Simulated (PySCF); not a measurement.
Zr(F)3(Me) (CH3F3Zr), SMILES [CH3][Zr]([F])([F])[F], multiplicity 1. Geometry: r2SCAN-D4/def2-SVP. The multiplicity is an assumed one; no other spin state was optimised. The structure was generated by enumeration; whether it is a known compound was not checked. The def2 effective core potentials stand for the cores of Zr; spin–orbit coupling is left out.

All values below come from r2SCAN-D4/def2-SVP (PySCF 2.14.0).

Harmonic wavenumbers (cm⁻¹): 84, 136, 136, 153, 154, 154, 481, 481, 524, 670, 704, 704, 1152, 1392, 1392, 3000, 3109, 3109. Rotational constants (GHz): 2.635, 2.635, 2.601; symmetry number 3.

Task: Work out the zero-point energy and the ideal-gas rigid-rotor harmonic-oscillator thermochemistry at 298.15 K and 1 atm.

Result: ZPE = ½ Σ hcν = ½ × 17534 cm⁻¹ = 104.88 kJ/mol. H − E(el) = 128.13 kJ/mol. Entropy in J/(mol K): translation 172.29, rotation 105.00, vibration 85.46, total 362.75. G − E(el) = 19.97 kJ/mol. Cp = 109.66 J/(mol K). Modes under 150 cm⁻¹ make the vibrational entropy uncertain.
